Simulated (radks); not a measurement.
Ionisation of neutral sulfur, [Ne] 3s2 3p4, to [Ne] 3s2 3p3 as the strength of local exchange is varied. Calculated with a radial shooting solver on a logarithmic mesh with Libxc functionals: scalar-relativistic Kohn-Sham, Slater X-alpha exchange (alpha = 2/3 is LDA exchange), no correlation, spin-unpolarised, spherical densities, finite nucleus; Fermi nuclear charge, rms radius 3.2611 fm.

alpha  E(S) (hartree)  exchange (hartree)  IE (eV)  -e of the level emptied (eV)  <r> of it (bohr)
0.591      -394.00423           -20.22647    9.802                    5.240 (3p)             2.153
0.594      -394.10694           -20.33372    9.833                    5.268 (3p)             2.151
0.667      -396.61326           -22.95745   10.622                    5.947 (3p)             2.103
0.732      -398.85640           -25.31645   11.348                    6.580 (3p)             2.064
0.907      -404.94933           -31.77405   13.410                    8.407 (3p)             1.967
1.038      -409.56143           -36.70934   15.055                    9.890 (3p)             1.903

NIST Atomic Spectra Database: 10.360 eV (measured). The Delta-SCF value meets it near alpha = 0.64. Spin polarisation and multiplet splitting are left out, so open shells lie too high by an amount that depends on their filling.

Beside tabulated values, note that spin-unpolarised runs miss the spin-polarisation part of the exchange energy of open shells.
